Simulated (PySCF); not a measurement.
C₈H₆S₂, SMILES c1scc(-c2sccc2)c1 (GFN2-xTB optimised geometry):

```
16

C     -2.597     1.296     0.000
C     -3.041     0.014     0.001
S     -1.749    -1.119     0.001
C     -0.571     0.164     0.000
C      0.840    -0.127     0.000
C      1.866     0.865     0.000
C      3.109     0.332    -0.001
S      3.081    -1.389     0.000
C      1.368    -1.389     0.000
C     -1.190     1.385     0.000
H     -3.247     2.152     0.000
H     -4.051    -0.345     0.001
H      1.673     1.921     0.000
H      4.051     0.842    -0.001
H      0.835    -2.320     0.000
H     -0.660     2.320     0.000
```

Method: PBE/def2-TZVP in PySCF.

### Question
What are the frontier orbital energies and the dipole moment?

### Answer
HOMO-2 -6.30 eV, HOMO-1 -6.07 eV, HOMO -5.13 eV, LUMO -1.92 eV, LUMO+1 -0.99 eV; dipole moment 0.84 D.

Meta-Löwdin charges at PBE/def2-TZVP: C1 -0.15, C2 -0.27, S3 0.28, C4 -0.11, C5 -0.01, C6 -0.15, C7 -0.27, S8 0.32, C9 -0.29, C10 -0.16, H11 0.13, H12 0.14, H13 0.13, H14 0.15, H15 0.14, H16 0.13.
